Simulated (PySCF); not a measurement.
## Structure revision by computed shifts

A compound C$_{5}$H$_{10}$O$_{2}$Si$_{2}$ gives the data below (simulated from a calculation) and was assigned the structure `C=C[Si@H](C=O)C(=C)O[SiH3]`.

13C{1H} NMR (computed): δ 196.3 (CH), 186.6 (C), 161.0 (CH), 130.1 (C), 101.5 (CH2).

1H NMR (300 MHz, computed): δ 10.55 (s, 1H), 6.92 (m, 1H), 5.29 (m, 1H), 4.82 (m, 1H), 4.35 (s, 3H), 4.18 (s, 3H).

In vacuum, no relativistic terms, equivalent nuclei averaged, single conformer. PBE0/pcSseg-1 with gauge-including orbitals; GFN2-xTB geometry; PySCF.

δ = σ(ref) − σ, references computed at the same level: 1H (31.72 ppm), 13C (186.93 ppm) vs TMS.

(1) Compare with the shifts computed for the proposed structure, pairing carbons in order of shift.

(2) Which isomer fits?

Results:

(1) Numbering as in the mapped SMILES `[CH2:1]=[CH:2][Si@H:3]([CH:4]=[O:5])[C:6](=[CH2:7])[O:8][SiH3:9]` (H(Xn): hydrogen on atom n).

| atom | computed for proposal | given list | difference |
| --- | --- | --- | --- |
| C4 | 243.4 | 196.3 | +47.1 |
| C6 | 170.7 | 186.6 | -15.9 |
| C1 | 144.9 | 161.0 | -16.1 |
| C2 | 138.0 | 130.1 | +7.9 |
| C7 | 108.1 | 101.5 | +6.6 |

The rms difference is 23.9 ppm and the largest +47.1 ppm at C4 (carbonyl carbon). The carbon types in order of shift don't match either: CH, C, CH2, CH, CH2 for the proposal against CH, C, CH, C, CH2 in the data. The proposal doesn't fit.

(2) `C=CO/C([SiH3])=C(/[SiH3])C=O`.

1. Carbon types of the structure: 2 × C, 2 × CH, 1 × CH2, leaving 6 H on heteroatoms.
2. δC 196.3: aldehyde carbonyl carbon; the double bond to the heteroatom, with no lone-pair donor beside it, deshields it most.
3. δC 186.6, 161.0: alkene carbon bearing oxygen; an sp2 carbon further deshielded by the attached heteroatom.
4. δC 130.1, 101.5: β carbon of an enol-ether or enamine type C=C.
5. δH 10.55: hydrogen on an aldehyde carbonyl carbon; the formyl region, downfield of aromatic protons.

Other isomers checked: CC(=O)[C@@]1([SiH3])C=CO[SiH2]1 (rms 55.3 ppm).

This is the structure that produced the data.

Shifts are as computed. Against solution values, carbons near 30 ppm lie about +3 ppm off and those near 130 ppm about +5 ppm. Of 1211 compounds with measured shifts, 218 miss one by over three times the rms of a fit or turn the order of signals round; such compounds aren't used in these exercises. Multiplicities follow the n + 1 count of equivalent neighbours, as no J values were calculated; m marks all less simple cases, F and P coupling included.
